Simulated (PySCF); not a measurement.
# Spin states and ions at one geometry of WO2F2

PySCF 2.14.0, RKS TPSS, W def2-SVP with ECP60, O def2-SVP, F def2-SVP; non-relativistic Hamiltonian with scalar-relativistic core potentials where named; density fitting; no spin-orbit coupling; singlets restricted, open shells unrestricted. The geometry is relaxed for charge 0, singlet, vacuum:

```xyz
5

W     0.0000    0.0000   -0.0270
O     0.9668    0.9668    1.0095
O    -0.9668   -0.9668    1.0095
F     1.1182   -1.1182   -1.0267
F    -1.1182    1.1182   -1.0267
```

Energies count from the relaxed state; an electron taken off or put on is at rest in vacuum. Charges and spins are Mulliken's.

Order these states by energy, lowest first.
A. charge +1, doublet, vacuum
B. charge 0, triplet, vacuum
C. charge 0, singlet, vacuum
D. charge -1, doublet, vacuum

C (0.00 eV), D (0.05 eV), B (4.58 eV), A (11.75 eV).

How do charge and spin on the first atom follow?


```json
{"state": "charge 0, singlet, vacuum", "spin squared": "0.00", "charge on W1 (e)": "1.25", "spin on W1 (e)": "0.00", "dipole about the centre of mass (D)": "1.76"}
{"state": "charge 0, triplet, vacuum", "spin squared": "2.01", "charge on W1 (e)": "1.13", "spin on W1 (e)": "0.71", "dipole about the centre of mass (D)": "0.09"}
{"state": "charge +1, doublet, vacuum", "spin squared": "0.77", "charge on W1 (e)": "1.52", "spin on W1 (e)": "-0.18", "dipole about the centre of mass (D)": "0.40"}
{"state": "charge -1, doublet, vacuum", "spin squared": "0.75", "charge on W1 (e)": "0.73", "spin on W1 (e)": "0.85", "dipole about the centre of mass (D)": "1.28"}
```

With an electron taken off (doublet) the charges change, summed by element, by W +0.27 e, O +0.53 e, F +0.21 e. The vertical ionisation energy is 11.75 eV, against −ε(HOMO) = 8.15 eV of the relaxed state. The level lies 3.6 eV too high, as is usual for semilocal functionals and global hybrids, which keep a self-interaction error.

With an electron put on (doublet) the charges change, summed by element, by W -0.52 e, O -0.32 e, F -0.16 e. The vertical electron affinity is -0.05 eV, against −ε(LUMO) = 3.39 eV of the relaxed state. The basis has no diffuse functions, which an added electron needs. The added electron's level lies above zero.

Open shells may have lower solutions than those found.

No frequency check is given that shows the relaxed geometry to be a minimum.
